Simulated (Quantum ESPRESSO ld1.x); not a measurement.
Problem. All-electron atom: Ir in [Xe] 4f14 5d5 6s2 6p2 (not the ground configuration). Method: Dirac Kohn-Sham, PBEsol, spin-unpolarised, spherical densities, point nucleus; open shells are shared between the two j in proportion to 2j + 1; computed with ld1.x of Quantum ESPRESSO 7.5. Some entries of the table are withheld. Estimate them.

orbital      occ.  eigenvalue (eV)  <r^2> (bohr^2)
1s1/2           2         -76003.5       0.0004195
2s1/2           2         -13293.9        0.006361
2p1/2           2         -12734.5        0.004518
2p3/2           4         -11107.7        0.005711
3s1/2           2         -3116.26         0.04140
3p1/2           2         -2865.88         0.03785
3p3/2           4         -2509.69         0.04433
3d3/2           4         -2091.89         0.03414
3d5/2           6         -2014.90         0.03591
4s1/2           2         -672.017          0.2025
4p1/2           2         -566.454          0.2075
4p3/2           4         -482.116          0.2413
4d3/2           4              (1)          0.2580
4d5/2           6              (2)          0.2703
5s1/2           2         -107.097           1.064
5p1/2           2         -73.6812           1.258
4f5/2           6         -73.4408          0.3447
4f7/2           8         -70.3172          0.3549
5p3/2           4         -59.7447           1.495
5d3/2           2         -15.1367           2.796
5d5/2           3         -13.6949           3.001
6s1/2           2         -10.2204           7.744
6p1/2    0.666667              (3)           12.94
6p3/2     1.33333              (4)           16.41

Solution. 
(1) 4d3/2 eigenvalue (eV): -309.167
(2) 4d5/2 eigenvalue (eV): -293.514
(3) 6p1/2 eigenvalue (eV): -4.2086
(4) 6p3/2 eigenvalue (eV): -3.1276
